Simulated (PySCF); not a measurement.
What the settings do

Molecule: `COC1=CCC1=O`, C₅H₆O₂; geometry GFN2-xTB.

Bonds (- single, = double, # triple, : aromatic): C1-O2 1.418 Å, O2-C3 1.339 Å, C3=C4 1.349 Å, C4-C5 1.515 Å, C5-C6 1.541 Å, C6=O7 1.198 Å, C6-C3 1.483 Å. C1 carries H8, H9, H10; C4 carries H11; C5 carries H12, H13.

All runs: PySCF, non-relativistic, gas phase unless a solvent (IEF-PCM) is named; grid level 2, GIAOs and SCF threshold 1e-9 unless changed. The yardstick, PBE0/pcSseg-1, gives these isotropic shieldings σ (ppm, equivalent atoms averaged): C6 -5.5, C3 26.0, C5 144.4, O2 226.6, H11 24.59, H8/H9/H10 27.63, H12/H13 28.88.

Q: What do these inputs give? (1) B3LYP/6-31++G**; grid level 1; aux def2-qzvpp-jkfit; (2) mPW1PW91/pcSseg-1; damp 0.3; aux def2-universal-jkfit; (3) B97-2/pcSseg-1; (4) B97-D/pcSseg-1; (5) solvent water; PBE0/STO-3G; (6) PBE0/cc-pVDZ

A: 
```
run    outcome  functions  wall time     C6     C3     C5     O2    H11  H8/H9/H10  H12/H13
  1  converged        162          –   12.4   45.3  153.2  237.6  24.83      27.78    29.21
  2  converged        149          –   -6.4   25.0  143.3  225.9  24.65      27.68    28.93
  3  converged        149       14 s   -2.7   28.7  143.9  224.7  24.74      27.74    28.99
  4  converged        149       24 s   -4.1   28.3  138.8  211.5  24.85      27.67    29.02
  5  converged         41      3.4 s  105.6  108.6  193.2  302.1  27.10      29.90    30.34
  6  converged        128       13 s   12.9   46.9  158.2  238.8  24.90      27.77    29.10
```

Times are on shared hosts with different chips, so compare them loosely.

Q: Comment on the technical settings and failures.

A: 
- Run 1: The functional and orbital basis differ from the yardstick's, which in itself moves the values. Grid level 1 is coarse; it adds numerical noise and can break the equality of equivalent atoms. The other auxiliary basis adds little: it changes only the density-fitting error.
- Run 2: The functional differs from the yardstick's, which in itself moves the values. The damping changes the path of the SCF (20 cycles), not the solution, provided the same state is reached. The other auxiliary basis adds little: it changes only the density-fitting error.
- Run 5: The orbital basis and medium differ from the yardstick's, which in itself moves the values. With 41 functions the basis is far too small for magnetic properties.

Run 5 was set up unsoundly or failed; its numbers aren't to be quoted as properties of the molecule.
